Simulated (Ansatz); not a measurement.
The inner images of a band of BrH + ClH5Si2 (10 atoms, charge 0, multiplicity 1) are given out of order.

Computed with Ansatz, RKS r2SCANh/def2-SVP.

Image 0:

```xyz
10
Properties=species:S:1:pos:R:3
Si 0.210 -0.043 -0.076
Cl 0.456 0.059 2.009
H 1.583 -0.089 -0.648
Si -0.974 1.857 -0.811
H -2.209 1.454 -1.541
H -1.313 2.713 0.360
H -0.091 2.624 -1.740
H -0.485 -1.323 -0.376
Br -3.272 -0.003 1.585
H -1.980 0.012 2.199
```

Image 6:

```xyz
10
Properties=species:S:1:pos:R:3
Si -0.613 -0.368 -0.403
Cl 0.080 1.195 2.955
H 0.682 -0.626 0.279
Si -1.019 1.886 -0.897
H -2.278 1.960 -1.695
H -1.168 2.663 0.363
H 0.110 2.431 -1.709
H -0.716 -1.233 -1.611
Br -2.251 -1.049 0.998
H -0.903 0.401 2.681
```

Put them in order from the first end to the last, with their energies above the first end.
A.
```xyz
10
Properties=species:S:1:pos:R:3
Si -0.275 -0.123 -0.097
Cl 0.218 0.292 2.364
H 1.216 -0.211 -0.112
Si -1.064 1.939 -0.860
H -2.341 1.719 -1.591
H -1.282 2.814 0.324
H -0.060 2.570 -1.768
H -0.698 -1.349 -0.827
Br -2.581 -0.436 1.221
H -1.207 0.046 2.306
```
B.
```xyz
10
Properties=species:S:1:pos:R:3
Si -0.556 -0.262 -0.345
Cl 0.223 0.723 3.018
H 0.740 -0.442 0.359
Si -1.050 1.934 -0.976
H -2.332 1.865 -1.732
H -1.237 2.741 0.263
H 0.011 2.539 -1.831
H -0.657 -1.275 -1.424
Br -2.318 -0.763 1.003
H -0.900 0.201 2.627
```
C.
```xyz
10
Properties=species:S:1:pos:R:3
Si -0.096 -0.071 -0.027
Cl 0.291 0.227 2.151
H 1.351 -0.189 -0.261
Si -1.040 1.922 -0.850
H -2.315 1.685 -1.585
H -1.269 2.830 0.307
H -0.052 2.548 -1.779
H -0.687 -1.321 -0.610
Br -2.747 -0.365 1.406
H -1.510 -0.005 2.209
```
D.
```xyz
10
Properties=species:S:1:pos:R:3
Si -0.454 -0.195 -0.231
Cl 0.225 0.457 2.712
H 0.992 -0.305 0.135
Si -1.056 1.947 -0.918
H -2.337 1.775 -1.654
H -1.273 2.781 0.299
H -0.027 2.579 -1.789
H -0.703 -1.348 -1.114
Br -2.411 -0.557 1.054
H -1.031 0.127 2.465
```
E.
```xyz
10
Properties=species:S:1:pos:R:3
Si 0.074 -0.033 -0.034
Cl 0.364 0.152 2.059
H 1.477 -0.151 -0.490
Si -0.992 1.910 -0.838
H -2.259 1.611 -1.565
H -1.257 2.826 0.305
H -0.042 2.570 -1.783
H -0.638 -1.295 -0.380
Br -3.029 -0.283 1.507
H -1.773 -0.047 2.179
```

E (+0.10 eV), C (+0.70 eV), A (+1.37 eV), D (+0.66 eV), B (+0.07 eV).

Time of the run: 4.2 min on 4 threads of Arm Neoverse V2, with other jobs on the host, peak memory 0.33 GiB.
